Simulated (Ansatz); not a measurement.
Two members of one family (Rs-SrO), computed with Ansatz in the gas phase; def2 core potentials for Sr, no spin–orbit coupling. The two geometries come from different levels. Binding counts from free atoms in the multiplicity of their measured ground term, without zero-point energy. Sets without diffuse functions give affinities that are too small. A dash marks a value that wasn't run or was left out as unsound. The structures are stationary points that may keep the symmetry of their start. Remarks come from the PBE and PBE0 runs and from stability tests at other levels; not every state was tested. A HOMO above zero means that the electron is unbound at that level and held by the basis, or that self-interaction error raises the level; the energy of removing that electron tells which. HOMO above LUMO (over both spins in singlets and doublets, within one spin in higher multiplets; at PBE or PBE0), or a gap under 0.15 eV within one spin, warns that the state may not be the lowest or that an electron is smeared out.

First: 2x2x4 SrO rock-salt block, 2x2x4 (singlet, charge 0, r2SCAN-D4/def2-SVP geometry).

```xyz
16

Sr   -0.888    0.425    3.870
O    -1.280   -0.120    1.598
Sr   -1.921   -0.750   -0.685
O    -2.120   -1.241   -3.003
O     1.154   -0.592    3.657
Sr    0.781   -1.411    1.456
O     0.255   -1.823   -0.904
Sr   -0.179   -2.450   -3.147
O     0.218    2.288    3.127
Sr   -0.320    1.982    0.829
O    -0.735    1.230   -1.468
Sr   -1.212    0.730   -3.734
Sr    2.279    1.295    3.011
O     1.760    0.714    0.774
Sr    1.459    0.178   -1.600
O     0.748   -0.455   -3.780
```

```csv
level,HOMO (eV),LUMO (eV),gap (eV),vertical EA (eV),binding per atom (eV)
PBE-D4/def2-SVP,-3.54,-1.27,2.26,0.29,4.57
r2SCAN-D4/def2-SVP,-3.58,-0.85,2.74,–,4.55
PBE0-D4/def2-SVP,-4.63,-0.68,3.95,0.05,4.30
```

Remarks: HOMO above zero (-1 doublet), gap within one spin near zero at PBE or PBE0 (-1 doublet).

Second: 1x4x4 SrO rock-salt block, 1x4x4 (singlet, charge 0, PBE-D4/def2-SVP geometry).

```xyz
16

Sr    4.589    0.653    0.631
O     3.294   -1.097    0.911
Sr    1.703   -2.196    2.367
O     0.286   -3.922    2.384
O     3.091    1.579   -0.681
Sr    1.621   -0.368   -0.716
O     0.101   -1.294    0.878
Sr   -1.303   -3.197    0.992
Sr    1.302    3.192   -1.003
O    -0.095    1.288   -0.888
Sr   -1.610    0.367    0.716
O    -3.082   -1.577    0.677
O    -0.308    3.926   -2.373
Sr   -1.711    2.192   -2.368
O    -3.291    1.102   -0.899
Sr   -4.585   -0.647   -0.626
```

Estimate the same table for the second.


```
             level  HOMO (eV)  LUMO (eV)  gap (eV)  vertical EA (eV)  binding per atom (eV)
   PBE-D4/def2-SVP      -2.64      -1.94      0.70              0.94                   4.29
r2SCAN-D4/def2-SVP      -2.56      -1.56      1.01                 –                   4.25
  PBE0-D4/def2-SVP      -3.58      -1.38      2.20              0.77                   4.00
```

Remarks: HOMO above zero (-1 doublet), gap within one spin near zero at PBE or PBE0 (-1 doublet).
